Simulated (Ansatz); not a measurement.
Abridged output of a molecular run in Ansatz:

```
Functional definition: HF
1286 factors; integrals over basis functions are off by at most 9.9e-4 eV
mean field evaluation 1: about -8305.1447 eV, gradient 2.7e1 eV
mean field evaluation 2: about -8305.2718 eV, gradient 2.7e1 eV
mean field evaluation 4: about -8307.6175 eV, gradient 3.0e0 eV
mean field evaluation 8: about -8307.6655 eV, gradient 2.3e-1 eV
mean field -8307.66609982 eV, -305.3010980299 hartree, gradient 7.7e-6 eV, S^2 0.000000; 0 other end points of the search recorded, 0 dependent functions left out
6 core orbitals not correlated: weight in the atoms' cores, before any rotation towards them, 1.000 or more for the frozen orbitals, at most 0.000 for the correlated occupied ones
reference -8307.66609982 eV, -305.3010980299 hartree; 14, 14 occupied and 176, 176 virtual orbitals, 1286 factors
second order -17.38886836 eV of doubles, -0.00000000 eV of singles
cycle   1  -17.64744206 eV  change   -2.6e-1 eV  update   9.7e-2
cycle   2  -18.13010830 eV  change   -4.8e-1 eV  update   2.8e-2
cycle   3  -18.19698689 eV  change   -6.7e-2 eV  update   1.5e-2
cycle   4  -18.18569674 eV  change    1.1e-2 eV  update   4.9e-3
cycle   5  -18.18425438 eV  change    1.4e-3 eV  update   2.7e-3
cycle   6  -18.18463761 eV  change   -3.8e-4 eV  update   1.0e-3
cycle   7  -18.18430000 eV  change    3.4e-4 eV  update   4.3e-4
cycle   8  -18.18444294 eV  change   -1.4e-4 eV  update   1.8e-4
cycle   9  -18.18449326 eV  change   -5.0e-5 eV  update   6.2e-5
cycle  10  -18.18445526 eV  change    3.8e-5 eV  update   2.4e-5
cycle  11  -18.18447705 eV  change   -2.2e-5 eV  update   1.0e-5
perturbative correction -0.59794759 eV, -0.0219741688 hartree
Total energy: -8326.44852446 eV, -305.9913394045 hartree
```

Its atoms:

```xyz
9

C    -1.0316   -0.7308    0.4721
B    -0.0364    0.4582    0.4936
Sb    2.0009    0.3825   -0.4038
H    -1.8378   -0.4191   -0.2113
H    -1.5245   -0.8813    1.4382
H    -0.6460   -1.6817    0.1023
H    -0.3297    1.4675    1.0697
H     1.8791    1.8968   -1.1729
H     1.5260   -0.4921   -1.7880
```

**Question.** Which basis set was used?
A. def2-TZVPPD
B. def2-TZVPP
C. def2-SVPD
D. def2-QZVPP

**Answer.** B. It gives 196 functions.

**Question.** Write the keys of the input that set method, charge and spin (a neutral closed shell needs none for the last two).

**Answer.** 
```yaml
correlation: {method: ccsd_t}
```
